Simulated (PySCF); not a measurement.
# Nuclear quadrupole coupling in `C#Cc1ccc(C)s1`

C₇H₆S.
Cartesian coordinates in Å at the GFN2-xTB level; atoms count from 1:
```
atom  x, y, z in Å
C1     3.4934   -0.2281   -1.6938
C2     2.4449   -0.1542   -1.1100
C3     1.2212   -0.0694   -0.4396
C4     1.0067    0.0158    0.9076
C5    -0.3601    0.0858    1.2416
C6    -1.1877    0.0539    0.1614
C7    -2.6736    0.1067    0.1391
S8    -0.2871   -0.0642   -1.3175
H9     4.4153   -0.2917   -2.1893
H10    1.8069    0.0278    1.6261
H11   -0.7176    0.1570    2.2540
H12   -3.0215    0.9676   -0.4316
H13   -3.0852   -0.7899   -0.3246
H14   -3.0563    0.1824    1.1544
```

Field gradients from the PBE0/pcSseg-1 density (PySCF, non-relativistic), principal values in atomic units, ordered |Vxx| ≤ |Vyy| ≤ |Vzz|:

| atom | Vxx | Vyy | Vzz |
| --- | --- | --- | --- |
| S8 | -0.2649 | -1.6395 | 1.9044 |

Find the asymmetry η = (Vxx − Vyy)/Vzz and the couplings χ = eQV/h (234.96 MHz × Q in barn × V in au), with Q(33S) = −0.0678 b.

```tsv
atom	environment	nucleus	η	χzz (MHz)	χxx (MHz)	χyy (MHz)
S8	thiophene-type sulfur	33S	0.72	-30.34	4.22	26.12
```

The tensor is traceless: Vxx + Vyy + Vzz = 0.

What is Vzz at S8 in SI units (1 au = 9.71736 × 10²¹ V/m²)?

1.9044 au = 18.506 × 10²¹ V/m².

And the gradient at the other heavy atoms, for which no coupling is worked out here?

```json
{"atom": "C1", "environment": "terminal alkyne carbon", "Vzz (au)": "-0.278", "η": "0.41"}
{"atom": "C2", "environment": "alkyne carbon", "Vzz (au)": "-0.268", "η": "0.12"}
{"atom": "C3", "environment": "substituted aromatic carbon", "Vzz (au)": "0.183", "η": "0.98"}
{"atom": "C4", "environment": "aromatic CH carbon", "Vzz (au)": "0.251", "η": "0.15"}
{"atom": "C5", "environment": "aromatic CH carbon", "Vzz (au)": "0.207", "η": "0.07"}
{"atom": "C6", "environment": "substituted aromatic carbon", "Vzz (au)": "-0.271", "η": "0.09"}
{"atom": "C7", "environment": "benzylic-type carbon", "Vzz (au)": "0.103", "η": "0.11"}
```

Were the hydrogens deuterons (Q(2H) = 0.00286 b), χzz would run from 207 kHz (H13 and H12) to 268 kHz (H9).

Geometry: GFN2-xTB; no solvent, vibrations or thermal averaging. GFN2-xTB bond lengths can be off by several hundredths of an ångström, more for odd bonds, and the gradients follow them. These gradients aren't converged with respect to the basis.
